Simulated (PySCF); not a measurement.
**Electron correlation in Mg⁺ (magnesium, charge +1)**

[Ne] 3d1, 2D determinant (an excited configuration). Calculation: PySCF 2.14, in aug-cc-pCVTZ-DK with one added diffuse shell each of s, p, d, f type (9s8p6d4f, 91 functions); the spin-free X2C one-electron Hamiltonian (Gaussian nucleus). Frozen: 1s2; 9 electrons correlated.

```
  level  correlation energy (mhartree)
   CCSD                        -261.19
    (T)                          -1.93
CCSD(T)                        -263.12
```

Diagnostics: T1 = 0.0033, D1 = 0.0110, largest double amplitude 0.017.

The outer electron is Rydberg-like, and this basis confines it to a smaller radius and binds it less than a complete one would.

Cost of the coupled-cluster step: of the order of 40 core-seconds, for 9 correlated electrons.
